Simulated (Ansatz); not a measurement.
Geometry optimisation, RKS PBE0-D4/def2-SVP in Ansatz.

The input (input.yaml):

```yaml
crystal:
  periodic: [false, false, false]
  atoms:
    - { symbol: Si, position_ang: [-0.48659, 1.14025, -0.87492] }
    - { symbol: C, position_ang: [0.11226, -0.17678, 0.30039] }
    - { symbol: C, position_ang: [0.49973, -0.28692, 1.60301] }
    - { symbol: B, position_ang: [0.51347, -1.53006, 0.81022] }
    - { symbol: H, position_ang: [-1.38549, 0.55758, -1.87764] }
    - { symbol: H, position_ang: [-1.19666, 2.17192, -0.11543] }
    - { symbol: H, position_ang: [0.69431, 1.70601, -1.53477] }
    - { symbol: H, position_ang: [0.61231, 0.36769, 2.44388] }
    - { symbol: H, position_ang: [0.68998, -2.65833, 0.66519] }
basis:
  gaussian: { orbitals: def2-SVP }
hamiltonian:
  xc: pbe0
  dispersion: d4
relax:
  f_tol: 0.015
  max_steps: 40
```

Command:

```bash
$ ansatz run input.yaml --threads 1 --pin off --max-ram 2048MiB --backend cpu --events-out ev --progress --plain --runs-dir out
```

Task: Where does it end, and by what steps?

Result: The forces met the threshold. The force dipped under the threshold on the way, but the program's further checks kept it going. After 13 steps the energy has fallen by 0.071 eV; H8 moved furthest, 0.45 Å.

| step | energy less start (eV) | largest force component (eV/Å) | accepted |
| --- | --- | --- | --- |
| 0 | 0.0000 | 1.717 | yes |
| 1 | -0.0575 | 0.500 | yes |
| 2 | -0.0630 | 0.040 | yes |
| 3 | -0.0602 | 0.398 | no |
| 4 | -0.0635 | 0.026 | yes |
| 5 | -0.0654 | 0.063 | yes |
| 6 | -0.0663 | 0.102 | yes |
| 7 | -0.0673 | 0.054 | yes |
| 8 | -0.0687 | 0.012 | yes |
| 9 | -0.0696 | 0.091 | yes |
| 10 | -0.0700 | 0.059 | yes |
| 11 | -0.0704 | 0.016 | yes |
| 12 | -0.0706 | 0.020 | yes |
| 13 | -0.0707 | 0.010 | yes |

```xyz
9
Properties=species:S:1:pos:R:3
Si -0.459 1.147 -0.869
C 0.125 -0.135 0.344
C 0.334 -0.347 1.672
B 0.648 -1.463 0.773
H -1.632 0.601 -1.616
H -0.855 2.415 -0.183
H 0.645 1.432 -1.833
H 0.225 0.213 2.604
H 1.023 -2.570 0.527
```

Time of the run: 53 s on 1 thread of Arm Neoverse V1, with other jobs on the host, peak memory 0.16 GiB.
